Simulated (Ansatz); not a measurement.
Computed with Ansatz on PBE0-D4/def2-TZVP structures; ΔE is electronic, products minus reactants. CCSD(T)/CBS adds triple-zeta CCSD(T) − MP2 to the extrapolated MP2 energy (def2 sets, frozen cores). For Ga outer-core shells are correlated without core-valence functions, which leaves a few kJ/mol of doubt a bond. Scalar relativity is left out up to krypton. Each species was taken in one conformer, which may not be the lowest.

Consider the substitution at a C–Ga bond: `C#[C][GaH][CH3]` + `N[SiH](N)O` → `CO[SiH](N)N` + `C#[C][GaH2]`.

`C#[C][GaH][CH3]`:

```xyz
9

C     2.495   -0.690    0.886
C     1.324   -0.703    0.583
Ga   -0.538   -0.703    0.094
C    -1.273    0.949   -0.657
H     3.527   -0.683    1.153
H    -1.339   -2.025    0.337
H    -0.669    1.270   -1.509
H    -2.309    0.840   -0.977
H    -1.218    1.745    0.091
```

`N[SiH](N)O`:

```xyz
10

N    -1.225   -0.161    0.773
Si    0.344    0.274    0.238
N     0.854   -1.042   -0.720
O     0.210    1.767   -0.447
H    -1.800    0.519    1.242
H    -1.390   -1.088    1.130
H     1.411    0.487    1.245
H     0.250   -1.457   -1.410
H     1.826   -1.170   -0.945
H    -0.479    1.871   -1.106
```

`CO[SiH](N)N`:

```xyz
13

C     0.091   -0.943   -1.679
O    -0.038   -1.282   -0.320
Si   -0.048   -0.183    0.902
N    -1.395    0.840    0.636
N     1.283    0.874    1.050
H    -0.667   -0.217   -1.992
H     1.080   -0.519   -1.891
H    -0.028   -1.851   -2.274
H    -0.041   -1.047    2.106
H    -2.278    0.447    0.354
H    -1.523    1.659    1.208
H     1.418    1.648    0.422
H     2.144    0.575    1.476
```

`C#[C][GaH2]`:

```xyz
6

C     0.448    1.765    0.199
C     0.151    0.600    0.067
Ga   -0.317   -1.247   -0.141
H     0.710    2.792    0.315
H    -1.720   -1.710    0.358
H     0.728   -2.200   -0.799
```

```csv
species,CCSD(T)/CBS(def2) energy (Eh)
`C#[C][GaH][CH3]`,-2041.04465
`N[SiH](N)O`,-477.39589
`CO[SiH](N)N`,-516.63471
`C#[C][GaH2]`,-2001.76834
```

Task: Work out ΔE.

Result: ΔE = (-516.63471) + (-2001.76834) − (-2041.04465) − (-477.39589) = 0.03749 Eh = +98.4 kJ/mol.

Largest T1 diagnostic among the species: 0.014.

In def2-TZVPP, CCSD(T) changes the Hartree–Fock value by +17.1 kJ/mol (the triples alone add +1.3 kJ/mol) and MP2 by +25.3 kJ/mol.
